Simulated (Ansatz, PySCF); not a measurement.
System: CHS$_{2}$ (charge +1, singlet). It need not be the lowest isomer of its formula. 
Coordinates optimised at B3LYP-D3(BJ)/def2-TZVP (Ansatz, a quantum-chemistry and plane-wave program):
```xyz
4

S      1.5692    -0.3050     0.1177
C      0.0958    -0.0321     0.0255
S     -1.4865     0.3413    -0.1827
H     -1.8991    -0.3890     0.8868
```
Charge +1, spin multiplicity 1.

Property: vertical ionisation energy (to the doublet state of charge +2; each state is the SCF solution reached for its spin; the UHF <S^2> is 1.35 for the doublet (pure: 0.75); for the doublet T1 is 0.064; for the singlet the Hartree-Fock reference is unstable and T1 is 0.018), in eV. Correlated levels leave the core frozen unless marked. Open shells are spin-unrestricted. No spin-orbit coupling. No relativistic terms. Basis-set limits of correlation are two-point, X^-3; Hartree-Fock from the larger set. [CCSD(T)-MP2]/basis is that difference in the basis named.

| level | program | vertical ionisation energy (eV) |
|---|---|---|
| HF/aug-cc-pV(D+d)Z | Ansatz | 15.35 |
| HF/aug-cc-pV(T+d)Z | Ansatz | 15.27 |
| SVWN5/def2-TZVPD | Ansatz | 16.94 |
| PBE0/def2-TZVPD | Ansatz | 16.76 |
| BHLYP/def2-TZVPD | Ansatz | 16.59 |
| M06-2X/def2-TZVPD | PySCF | 16.87 |
| CAM-B3LYP/def2-TZVPD | Ansatz | 16.76 |
| wB97M-V/def2-TZVPD | Ansatz | 16.74 |
| wB97X-V/def2-TZVPD | Ansatz | 16.77 |
| B2PLYP/def2-TZVPD | Ansatz | 16.80 |
| MP2/aug-cc-pV(D+d)Z | Ansatz | 17.54 |
| MP2/aug-cc-pV(T+d)Z | Ansatz | 17.77 |
| RI-MP2/aug-cc-pV(T+d)Z | Ansatz | 17.77 |
| RI-MP2/aug-cc-pV(Q+d)Z | Ansatz | 17.87 |
| RI-MP2/CBS(aug-cc-pV(T+d)Z,aug-cc-pV(Q+d)Z) | Ansatz | 17.95 |
| SCS-MP2/aug-cc-pV(D+d)Z | Ansatz | 17.48 |
| SCS-MP2/aug-cc-pV(T+d)Z | Ansatz | 17.74 |
| CCSD/aug-cc-pV(T+d)Z | Ansatz | 16.65 |
| CCSD(T)/aug-cc-pV(D+d)Z | Ansatz | 16.57 |
| CCSD(T)/aug-cc-pV(T+d)Z | Ansatz | 16.78 |
| RI-MP2/CBS(aug-cc-pV(T+d)Z,aug-cc-pV(Q+d)Z)+[CCSD(T)-MP2]/aug-cc-pV(T+d)Z | Ansatz | 16.96 |

For comparison, minus the highest occupied orbital energy (PySCF): 13.45 eV at BP86/def2-TZVPD, 14.51 eV at PW6B95/def2-TZVPD, 15.45 eV at M06-2X/def2-TZVPD.
